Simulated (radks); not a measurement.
Problem. These are the eigenvalues of the occupied orbitals of an atom or ion with whole-number occupations (hartree). All-electron calculation, non-relativistic Kohn-Sham, MS2 meta-GGA, spin-polarised, spherical densities, point nucleus; meta-GGA in the generalised Kohn-Sham scheme. Program: a radial shooting solver on a logarithmic mesh with Libxc functionals.

1s up: -50.12668
1s down: -50.01270
2s up: -6.11419
2s down: -5.83742
2p up: -4.87407
2p down: -4.58045

Which element is it, and in what charge state? The configuration may be excited. Open shells, if any, are filled with parallel spins first.

Solution. Z = 12, magnesium, charge +4: Mg4+ in [He] 2s2 2p4. The list shows which subshells hold electrons but not how many an open one holds; the 1s level, -50.127 hartree, gives Z - s = 10.0 by -(Z - s)^2/2, which with screening narrows Z to a few neighbours, and the depths of the outer levels then fix element, charge and occupations together.
